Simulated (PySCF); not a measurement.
PySCF input for F₃S, SMILES F[S+](F)F, charge +1, B3LYP/pcJ-1. Geometry: B3LYP-D3(BJ)/def2-TZVP. The isomer is the one that the SMILES or the coordinates give; other isomers of the formula were not compared.

```python
import numpy as np
from pyscf import gto, scf, dft
from pyscf.prop.ssc import rks as ssc

mol = gto.M(
    atom='''
    F    -1.15666375    0.66780013   -0.26507623
    S    -0.00000000   -0.00000000    0.44731613
    F     0.00000001   -1.33560026   -0.26507623
    F     1.15666375    0.66780013   -0.26507622
    ''',
    basis='pcJ-1',
    charge=1,
    spin=0,
    max_memory=1600,
    verbose=3,
)
mf = dft.RKS(mol, xc='b3lyp')
mf.grids.level = 3
mf.conv_tol = 1e-10
mf.max_cycle = 100
mf.kernel()
j = ssc.SSC(mf)
j.with_fcsd = True
j.max_cycle_cphf = 80
j.conv_tol = 1e-7
e11 = j.kernel()
```

Output:

```
converged SCF energy = -694.725539461752
Reduced spin-spin coupling constant K (Hz)
               #0        #1        #2        #3
        0 F    0.00000
        1 S  -164.27424   0.00000
        2 F    3.71077 -164.26291   0.00000
        3 F    3.70886 -164.26219   3.71074   0.00000
Spin-spin coupling constant J (Hz)
               #0        #1        #2        #3
        0 F    0.00000
        1 S  -370.71668   0.00000
        2 F  102.57976 -370.69110   0.00000
        3 F  102.52695 -370.68949 102.57885   0.00000
```

The calculation finished and met its thresholds.
